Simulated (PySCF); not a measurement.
A side-by-side comparison of computed properties.

First species: C9H12N2.
Geometry (GFN2-xTB, Å), atoms numbered from 1 in this order:
```xyz
23
C9H12N2 angstrom
C     -2.6105    2.1063    0.4344
C     -2.1461    1.0001    0.3717
C     -1.6104   -0.2939    0.3031
C     -2.1584   -1.5132    0.6771
C     -1.1631   -2.4453    0.3781
N     -0.0973   -1.8560   -0.1357
N     -0.3705   -0.5609   -0.1789
C      0.5863    0.3837   -0.7045
C      0.8394    0.0732   -2.1793
C      1.8797    0.3192    0.1159
C      1.6590    0.7502    1.5611
H     -3.0236    3.0684    0.4910
H     -3.1278   -1.6855    1.0978
H     -1.1811   -3.5085    0.5150
H      0.1342    1.3780   -0.6043
H      1.2307   -0.9363   -2.2758
H     -0.0880    0.1435   -2.7440
H      1.5564    0.7751   -2.5957
H      2.6226    0.9664   -0.3531
H      2.2496   -0.7071    0.0904
H      1.2748    1.7678    1.6063
H      2.5938    0.7092    2.1145
H      0.9455    0.0928    2.0527
```

Second species: C5H11ClO2Si.
SMILES: `CO[C@@H](C)[Si@H](Cl)C(C)=O`

Levels: PBE0/pcSseg-1 for dipole moment, HOMO energy, LUMO energy and HOMO–LUMO gap; GFN2-xTB for rotational constant A and rotational constant C. Geometries: GFN2-xTB. Each species is one conformer at its optimised geometry, gas phase, non-relativistic unless stated; the electronic structure was computed with PySCF and density fitting.

Dipoles, sizes and rotational constants follow the conformer. The torsions of the flexible species, by atom-mapped SMILES:
- `[CH:1]#[C:2][c:3]1[cH:4][cH:5][n:6][n:7]1[C@H:8]([CH3:9])[CH2:10][CH3:11]`: N6–N7–C8–C9 63°, N7–C8–C10–C11 -64°
- `[CH3:1][O:2][C@@H:3]([CH3:4])[Si@H:5]([Cl:6])[C:7]([CH3:8])=[O:9]`: C1–O2–C3–C4 77°, O2–C3–Si5–Cl6 64°, C3–Si5–C7–C8 81°

Values for the first species:

| Property | Result |
| --- | --- |
| Dipole moment | 1.64 D |
| HOMO energy | -6.81 eV |
| LUMO energy | -0.60 eV |
| HOMO–LUMO gap | 6.21 eV |
| Rotational constant A | 1.315 GHz |
| Rotational constant C | 0.816 GHz |

Q: Estimate the same properties for the second species, and the change in each.

A: 
| property | first | second | second less first |
| --- | --- | --- | --- |
| dipole moment | 1.64 D | 3.11 D | +1.47 D |
| HOMO energy | -6.81 eV | -6.78 eV | +0.03 eV |
| LUMO energy | -0.60 eV | -1.14 eV | -0.54 eV |
| HOMO–LUMO gap | 6.21 eV | 5.64 eV | -0.57 eV |
| rotational constant A | 1.315 GHz | 1.178 GHz | -0.137 GHz |
| rotational constant C | 0.816 GHz | 0.741 GHz | -0.075 GHz |

On the first: The dipole matches unit charges of opposite sign 0.34 Å apart (1 e·Å = 4.8032 D).

On the second: In atomic units the dipole is 1.22 e·bohr (1 au = 2.5417 D). A dipole of 3.11 D is allowed in C1, and pure rotational transitions are dipole-allowed.
